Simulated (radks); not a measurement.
Computed order of ionisation of neodymium. At each step one electron was removed from each of the four highest sub-shells of the ion before, moves of one valence electron (up to charge 6) and the configuration listed by NIST were tried, and the lowest configuration was kept. Method: scalar-relativistic Kohn-Sham, LDA (Slater exchange, Perdew-Wang correlation), spin-polarised, spherical densities, finite nucleus; Fermi nuclear charge, rms radius of each element as measured or else 0.836 A^(1/3) + 0.57 fm; computed with a radial shooting solver on a logarithmic mesh with Libxc functionals. Open shells are filled with parallel spins first.

| species | lowest configuration found | NIST configuration | margin to the next tried (eV) | IE (eV) | NIST IE (eV) | kind |
|---|---|---|---|---|---|---|
| Nd | [Xe] 4f4 6s2 | same | 1.073 | 5.677 | 5.525 | exp. |
| Nd+ | [Xe] 4f4 6s1 | same | 2.802 | 11.232 | 10.78 | semi-emp. |
| Nd2+ | [Xe] 4f4 | same | 3.630 | 23.644 | 22.09 | semi-emp. |
| Nd3+ | [Xe] 4f3 | same | 9.772 | 41.261 | 40.60 | semi-emp. |
| Nd4+ | [Xe] 4f2 | same | 12.577 | 61.187 | - |  |
| Nd5+ | [Xe] 4f1 | [Kr] 4d10 4f2 5s2 5p5 lies 7.774 eV higher | 7.774 | 83.064 | 84 | theory |
| Nd6+ | [Xe] | differs (not computed) | 2.094 | 102.32 | 99 | theory |
| Nd7+ | [Kr] 4d10 5s2 5p5 | differs (not computed) | 23.419 | 117.06 | 114 | theory |
| Nd8+ | [Kr] 4d10 5s2 5p4 | differs (not computed) | 24.043 | 131.99 | 136 | theory |
| Nd9+ | [Kr] 4d10 5s2 5p3 | differs (not computed) | 24.698 | 150.92 | 152 | theory |
| Nd10+ | [Kr] 4d10 5s2 5p2 | differs (not computed) | 21.322 | 166.93 | 168 | theory |
| Nd11+ | [Kr] 4d10 5s2 5p1 | differs (not computed) | 22.925 | 183.04 | 195 | theory |
| Nd12+ | [Kr] 4d10 5s2 | same | 24.817 | 226.18 | 221 | theory |
| Nd13+ | [Kr] 4d10 5s1 | same | 119.58 | 245.44 | 243.0 | semi-emp. |

Reference values: NIST Atomic Spectra Database (exp. = measured, semi-emp. = semi-empirical, theory = theoretical value adopted there). Open shells are spherical and high-spin; term and fine-structure splittings are not resolved. Spin-orbit splitting is averaged out at the scalar-relativistic level. No tabulated value is given for the 4+ ions of Nd, Pm and Eu to Yb, where it belongs to another shell than the one emptied here.
